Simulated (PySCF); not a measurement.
hydrogen fluoride, charge +1, doublet, at a GFN2-xTB geometry (a state made from the parent by changing its charge; the spin is typed, not shown lowest); DF-CAMB3LYP/aug-cc-pVTZ run with PySCF.

The PySCF input:
```python
from pyscf import gto, scf, dft
import numpy

mol = gto.M(
    atom='''
F    -0.000000   -0.000000   -0.104454
H     0.000000    0.000000    0.940088
''',
    basis='aug-cc-pvtz',
    charge=1,
    spin=1,
    verbose=4,
    cart=True,
)
print('smallest overlap eigenvalue', numpy.linalg.eigvalsh(mol.intor('int1e_ovlp'))[0])

mf = dft.UKS(mol)
mf.xc = 'camb3lyp'
mf = mf.density_fit(auxbasis='def2-universal-jkfit')
mf.kernel()
mf.analyze()
```

Output, abridged:

```
PySCF version 2.14.0

[INPUT] verbose = 4
[INPUT] num. atoms = 2
[INPUT] num. electrons = 9
[INPUT] charge = 1
[INPUT] spin (= nelec alpha-beta = 2S) = 1
[INPUT] symmetry False subgroup None
[INPUT] Mole.unit = angstrom
[INPUT] Cartesian GTO integrals (6d 10f)
[INPUT] Symbol           X                Y                Z      unit          X                Y                Z       unit  Magmom
[INPUT]  1 F      0.000000000000   0.000000000000  -0.104454000000 AA    0.000000000000   0.000000000000  -0.197389452615 Bohr   0.0
[INPUT]  2 H      0.000000000000   0.000000000000   0.940088000000 AA    0.000000000000   0.000000000000   1.776508852990 Bohr   0.0

nuclear repulsion = 4.55950540837994
number of shells = 22
number of NR pGTOs = 94
number of NR cGTOs = 80
basis = aug-cc-pvtz
ecp = {}
smallest overlap eigenvalue 0.0002483422266255818

******** <class 'pyscf.df.df_jk.DFUKS'> ********
method = DFUKS
initial guess = minao
damping factor = 0
level_shift factor = 0
DIIS = <class 'pyscf.scf.diis.CDIIS'>
diis_start_cycle = 1
diis_space = 8
diis_damp = 0
SCF conv_tol = 1e-09
SCF conv_tol_grad = None
SCF max_cycles = 50
direct_scf = False
number electrons alpha = 5  beta = 4
XC library pyscf.dft.libxc version 7.1.2
    S. Lehtola, C. Steigemann, M. J. T. Oliveira, and M. A. L. Marques,  SoftwareX 7, 1–5 (2018)
XC functionals = camb3lyp
    T. Yanai, D. P. Tew, and N. C. Handy,  Chem. Phys. Lett. 393, 51 (2004)
radial grids:
    Treutler-Ahlrichs [JCP 102, 346 (1995); DOI:10.1063/1.469408] (M4) radial grids

becke partition: Becke, JCP 88, 2547 (1988); DOI:10.1063/1.454033
pruning grids: <function nwchem_prune>
grids dens level: 3
symmetrized grids: False
atomic radii adjust function: <function treutler_atomic_radii_adjust>
small_rho_cutoff = 0
Set gradient conv threshold to 3.16228e-05
tot grids = 24072
******** <class 'pyscf.df.df.DF'> ********
auxbasis = def2-universal-jkfit
Create RSH-DF object <pyscf.df.df.DF object> for omega=0.33
******** <class 'pyscf.df.df.DF'> ********
auxbasis = auxmol.basis = def2-universal-jkfit
init E= -100.265842692915

cycle= 1 E= -99.8230891523632  delta_E= 0.443  |g|= 0.363  |ddm|= 0.546
cycle= 2 E= -99.853447493227  delta_E= -0.0304  |g|= 0.286  |ddm|= 0.208
cycle= 3 E= -99.8722184486253  delta_E= -0.0188  |g|= 0.0253  |ddm|= 0.0915
cycle= 4 E= -99.8724202720899  delta_E= -0.000202  |g|= 0.00644  |ddm|= 0.0124
cycle= 5 E= -99.8724376235192  delta_E= -1.74e-05  |g|= 0.00156  |ddm|= 0.00343
cycle= 6 E= -99.8724400121302  delta_E= -2.39e-06  |g|= 0.00045  |ddm|= 0.00158
cycle= 7 E= -99.8724403230563  delta_E= -3.11e-07  |g|= 7.01e-05  |ddm|= 0.000746
cycle= 8 E= -99.8724403307854  delta_E= -7.73e-09  |g|= 9.31e-06  |ddm|= 0.00012
cycle= 9 E= -99.8724403310026  delta_E= -2.17e-10  |g|= 5.73e-06  |ddm|= 1.43e-05
Extra cycle  E= -99.8724403311357  delta_E= -1.33e-10  |g|= 5.69e-06  |ddm|= 8.64e-06
converged SCF energy = -99.8724403311357  <S^2> = 0.75210929  2S+1 = 2.0021082
**** SCF Summaries ****
Total Energy =                         -99.872440331135664
Nuclear Repulsion Energy =               4.559505408379941
One-electron Energy =                 -143.702222205920236
Two-electron Energy =                   39.270276466404638
Two-electron Coulomb Energy =           49.619317656703295
DFT Exchange-Correlation Energy =      -10.349041190298657
**** MO energy ****
                             alpha | beta                alpha | beta
MO #1   energy= -25.405776746118   | -25.3716570607836  occ= 1 | 1
MO #2   energy= -1.85531327065384  | -1.76273461140518  occ= 1 | 1
MO #3   energy= -1.14464951164113  | -1.11259687709798  occ= 1 | 1
MO #4   energy= -1.13861067839791  | -1.01164197582143  occ= 1 | 1
MO #5   energy= -1.04572223703716  | -0.684086682562441 occ= 1 | 0
MO #6   energy= -0.331797825623301 | -0.324710099111826 occ= 0 | 0
MO #7   energy= -0.133848770527774 | -0.132492941087907 occ= 0 | 0
MO #8   energy= -0.107975756994403 | -0.0992680150065419 occ= 0 | 0
MO #9   energy= -0.100930980566314 | -0.0954448370527101 occ= 0 | 0
MO #10  energy= -0.0799708163366589 | -0.0784373025983352 occ= 0 | 0
MO #11  energy= -0.00408730664185767 | -0.00297093924580991 occ= 0 | 0
MO #12  energy= 0.00130623788030459 | 0.00197558905044643 occ= 0 | 0
MO #13  energy= 0.00411791193852977 | 0.00395326897082945 occ= 0 | 0

To work with the spin densities directly, `use mulliken_meta_spin()` only printing them here.

 ** Mulliken spin pop alpha/beta on meta-lowdin orthogonal AOs **
 ** Mulliken Spin Density (per AO)  **
spin_pop of  0  F 1s       -0.00001
spin_pop of  0  F 2s        0.00639
spin_pop of  0  F 3s        0.00009
spin_pop of  0  F 4s       -0.00003
spin_pop of  0  F 5s       -0.00003
spin_pop of  0  F 2px       0.39022
spin_pop of  0  F 2py       0.59877
spin_pop of  0  F 2pz       0.01632
spin_pop of  0  F 3px       0.00225
spin_pop of  0  F 3py       0.00301
spin_pop of  0  F 3pz       0.00055
spin_pop of  0  F 4px       0.00006
spin_pop of  0  F 4py       0.00011
spin_pop of  0  F 4pz      -0.00009
spin_pop of  0  F 5px       0.00001
spin_pop of  0  F 5py       0.00003
spin_pop of  0  F 5pz      -0.00001
spin_pop of  0  F 3dxx      0.00000
spin_pop of  0  F 3dxy      0.00018
spin_pop of  0  F 3dxz      0.00029
spin_pop of  0  F 3dyy     -0.00005
spin_pop of  0  F 3dyz      0.00045
spin_pop of  0  F 3dzz      0.00001
spin_pop of  0  F 4dxx      0.00001
spin_pop of  0  F 4dxy      0.00000
spin_pop of  0  F 4dxz      0.00007
spin_pop of  0  F 4dyy      0.00002
spin_pop of  0  F 4dyz      0.00012
spin_pop of  0  F 4dzz      0.00010
spin_pop of  0  F 5dxx     -0.00001
spin_pop of  0  F 5dxy      0.00000
spin_pop of  0  F 5dxz      0.00002
spin_pop of  0  F 5dyy     -0.00001
spin_pop of  0  F 5dyz      0.00003
spin_pop of  0  F 5dzz     -0.00003
spin_pop of  0  F 4fxxx     0.00003
spin_pop of  0  F 4fxxy     0.00006
spin_pop of  0  F 4fxxz    -0.00001
spin_pop of  0  F 4fxyy     0.00004
spin_pop of  0  F 4fxyz     0.00003
spin_pop of  0  F 4fxzz    -0.00001
spin_pop of  0  F 4fyyy     0.00002
spin_pop of  0  F 4fyyz    -0.00003
spin_pop of  0  F 4fyzz    -0.00001
spin_pop of  0  F 4fzzz    -0.00003
spin_pop of  0  F 5fxxx     0.00064
spin_pop of  0  F 5fxxy     0.00037
spin_pop of  0  F 5fxxz     0.00009
spin_pop of  0  F 5fxyy     0.00028
spin_pop of  0  F 5fxyz    -0.00000
spin_pop of  0  F 5fxzz     0.00020
spin_pop of  0  F 5fyyy     0.00084
spin_pop of  0  F 5fyyz     0.00010
spin_pop of  0  F 5fyzz     0.00026
spin_pop of  0  F 5fzzz     0.00013
spin_pop of  1  H 1s       -0.02285
spin_pop of  1  H 2s       -0.00041
spin_pop of  1  H 3s       -0.00001
spin_pop of  1  H 4s        0.00001
spin_pop of  1  H 2px      -0.00004
spin_pop of  1  H 2py      -0.00002
spin_pop of  1  H 2pz      -0.00006
spin_pop of  1  H 3px       0.00058
spin_pop of  1  H 3py       0.00080
spin_pop of  1  H 3pz      -0.00001
spin_pop of  1  H 4px       0.00006
spin_pop of  1  H 4py       0.00008
spin_pop of  1  H 4pz       0.00001
spin_pop of  1  H 3dxx      0.00002
spin_pop of  1  H 3dxy      0.00000
spin_pop of  1  H 3dxz     -0.00000
spin_pop of  1  H 3dyy      0.00001
spin_pop of  1  H 3dyz     -0.00000
spin_pop of  1  H 3dzz     -0.00000
spin_pop of  1  H 4dxx     -0.00009
spin_pop of  1  H 4dxy      0.00000
spin_pop of  1  H 4dxz      0.00018
spin_pop of  1  H 4dyy     -0.00010
spin_pop of  1  H 4dyz      0.00024
spin_pop of  1  H 4dzz     -0.00018
 ** Mulliken Spin Density (per atom)  **
spin density of  0 F =      1.02181
spin density of  1 H =     -0.02181
 ** Mulliken pop alpha/beta on meta-lowdin orthogonal AOs **
 ** Mulliken pop       alpha | beta **
In total             5.00000 | 4.00000
 ** Mulliken atomic charges   ( Nelec_alpha | Nelec_beta ) **
charge of  0F =      0.40083  (     4.81049      3.78868 )
charge of  1H =      0.59917  (     0.18951      0.21132 )

WARN: System has nonzero charge 1; the dipole moment is origin-dependent.
Location of origin: [0. 0. 0.]

Dipole moment(X, Y, Z, Debye):  0.00000, -0.00000,  2.47838
```
